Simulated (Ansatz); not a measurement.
Complex (SMILES): F (HF) with [H][H] (H2), atoms 1 to 2 the first; geometry from B3LYP-D3(BJ)/def2-TZVP, monomers rigid:
```xyz
4

F     -0.0503     0.0090    -0.4113
H     -0.1533    -0.6305     0.2513
H     -0.6250    -2.1461     1.4219
H     -0.1185    -1.7955     1.8432
```

Basis-set convergence of the counterpoise-corrected interaction energy at B3LYP with Ansatz (a quantum-chemistry and plane-wave program). Cartesian d functions, on some or all atoms, in 6-31G*; all else is spherical. The program fits the integrals of some runs and decomposes those of others, by size. No added dispersion term, no relativity. Functions are those of the species that has most. Reference: the value in aug-cc-pV5Z, -0.98 kcal/mol.

| basis | functions | counterpoise-corrected interaction energy (kcal/mol) |
|---|---|---|
| STO-3G | 8 | [?] |
| 6-31G* | 21 | -0.08 |
| pcseg-1 | 29 | [?] |
| def2-SVPD | 47 | [?] |
| def2-TZVP | 49 | -0.67 |
| aug-pcseg-1 | 50 | -0.92 |
| def2-TZVPD | 67 | -0.87 |
| cc-pVTZ | 72 | [?] |
| jun-cc-pV(T+d)Z | 81 | -0.92 |
| def2-QZVPP | 147 | -0.95 |
| pcseg-3 | 159 | -0.97 |
| def2-QZVPPD | 165 | -0.97 |
| aug-cc-pVQZ | 218 | -0.97 |

Problem. What belongs in the gaps?

Solution. 
- STO-3G, counterpoise-corrected interaction energy (kcal/mol): 1.61
- pcseg-1, counterpoise-corrected interaction energy (kcal/mol): -0.49
- def2-SVPD, counterpoise-corrected interaction energy (kcal/mol): -1.14
- cc-pVTZ, counterpoise-corrected interaction energy (kcal/mol): -0.75
